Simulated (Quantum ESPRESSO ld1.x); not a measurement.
Results of a calculation; reference values are marked as such.
Question: I VIII, configuration [Kr] 4d10. Code: ld1.x of Quantum ESPRESSO 7.5. Model: scalar-relativistic Kohn-Sham, LDA (Slater exchange, Perdew-Zunger correlation), spin-polarised, spherical densities, point nucleus. Some entries of the table are withheld. Estimate them.

| orbital | occ. | eigenvalue (eV) | <1/r> (bohr^-1) | <r^2> (bohr^2) |
|---|---|---|---|---|
| 1s | 2 | -33042.8 | 56.78 | 0.001006 |
| 2s | 2 | -5184.74 | 13.01 | 0.01622 |
| 2p | 6 | -4665.73 | 12.45 | 0.01283 |
| 3s | 2 | -1119.65 | 4.662 | 0.1130 |
| 3p | 6 | -951.411 | (1) | (2) |
| 3d | 10 | -698.733 | 4.199 | 0.09861 |
| 4s | 2 | -271.029 | 1.897 | 0.6136 |
| 4p | 6 | -217.927 | 1.741 | 0.7037 |
| 4d | 10 | -139.963 | 1.476 | (3) |
| 5s | 0 | -95.0382 | 0.8098 | 3.002 |
| 5p | 0 | -79.7807 | 0.7312 | 3.652 |

Answer: 
(1) 3p <1/r> (bohr^-1): 4.435
(2) 3p <r^2> (bohr^2): 0.1132
(3) 4d <r^2> (bohr^2): 0.9293
